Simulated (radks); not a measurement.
Task: Ionisation ladder of mercury, from Hg I to Hg XXII. Each ion is in the ground configuration listed by NIST, and IE = E(next ion) - E(this ion). Calculated with a radial shooting solver on a logarithmic mesh with Libxc functionals: Dirac Kohn-Sham, BLYP, spin-unpolarised, spherical densities, finite nucleus; open shells fill j = l - 1/2 first; Fermi nuclear charge, rms radius 5.4648 fm.

| species | configuration | IE, Delta-SCF (eV) | <r> HOMO (bohr) |
|---|---|---|---|
| Hg I | [Hg] | 10.700 | 2.71 |
| Hg II | [Xe] 4f14 5d10 6s1 | 19.070 | 2.52 |
| Hg III | [Xe] 4f14 5d10 | 34.575 | 1.47 |
| Hg IV | [Xe] 4f14 5d9 | ? | 1.41 |
| Hg V | [Xe] 4f14 5d8 | 63.684 | 1.36 |
| Hg VI | [Xe] 4f14 5d7 | 79.579 | 1.32 |
| Hg VII | [Xe] 4f14 5d6 | 96.237 | 1.28 |
| Hg VIII | [Xe] 4f14 5d5 | 113.59 | 1.25 |
| Hg IX | [Xe] 4f14 5d4 | 134.60 | 1.19 |
| Hg X | [Xe] 4f14 5d3 | 153.52 | 1.17 |
| Hg XI | [Xe] 4f14 5d2 | ? | 1.14 |
| Hg XII | [Xe] 4f14 5d1 | 193.02 | 1.12 |
| Hg XIII | [Xe] 4f14 | 276.04 | 0.974 |
| Hg XIV | [Kr] 4d10 4f14 5s2 5p5 | ? | 0.962 |
| Hg XV | [Kr] 4d10 4f14 5s2 5p4 | 322.89 | 0.950 |
| Hg XVI | [Kr] 4d10 4f14 5s2 5p3 | 346.83 | 0.939 |
| Hg XVII | [Kr] 4d10 4f14 5s2 5p2 | 396.91 | 0.871 |
| Hg XVIII | [Kr] 4d10 4f14 5s2 5p1 | 423.03 | 0.862 |
| Hg XIX | [Kr] 4d10 4f14 5s2 | 506.48 | 0.820 |
| Hg XX | [Kr] 4d10 4f13 5s2 | ? | 0.808 |
| Hg XXI | [Kr] 4d10 4f13 5s1 | 553.85 | 0.801 |
| Hg XXII | [Kr] 4d10 4f13 | 617.40 | 0.450 |

Estimate the withheld Delta-SCF values.

Result: Hg IV: 48.642 eV (NIST 48.6); Hg XI: 173.00 eV (NIST 173); Hg XIV: 299.29 eV (NIST 307); Hg XX: 525.71 eV (NIST 530).

Beside tabulated values, note that spin-unpolarised runs miss the spin-polarisation part of the exchange energy of open shells.
